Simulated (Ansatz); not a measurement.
Results of the Gaussian-basis code of Ansatz.

Basis-set series for C2H5AlO. The species carries charge 0 and has multiplicity 1. The bonds changed during the relaxation, so this is another structure than the one it started from. The geometry is a stationary point of PBE0-D4/def2-TZVP.

Cartesian coordinates in Å:
```
C -0.647 -1.059 0.940
C 0.018 -0.072 0.070
O 1.270 0.063 0.105
Al 0.550 1.303 -1.191
H 0.063 -1.611 1.560
H -1.227 -1.744 0.313
H -1.378 -0.535 1.565
H 0.810 0.857 -2.685
H 0.540 2.799 -0.679
```

```csv
functional,basis,functions,energy (Eh),HOMO (eV),LUMO (eV)
PBE0-D4,def2-TZVPP,205,-396.62959,-7.20,-1.53
PBE0-D4,def2-QZVPP,391,-396.64588,-7.21,-1.57
ωB97M-V,def2-TZVPP,205,-396.84086,-9.51,0.82
ωB97M-V,def2-QZVPP,391,-396.85658,-9.53,0.76
```

Q: Give the rows for def2-SVP. (Best estimate.)

A: The calculation gave: 
```json
{"functional": "PBE0-D4", "basis": "def2-SVP", "functions": "85", "energy (Eh)": "-396.36776", "HOMO (eV)": "-7.20", "LUMO (eV)": "-1.45"}
{"functional": "ωB97M-V", "basis": "def2-SVP", "functions": "85", "energy (Eh)": "-396.57211", "HOMO (eV)": "-9.48", "LUMO (eV)": "0.99"}
```

Positive LUMOs are unbound and depend on the basis.
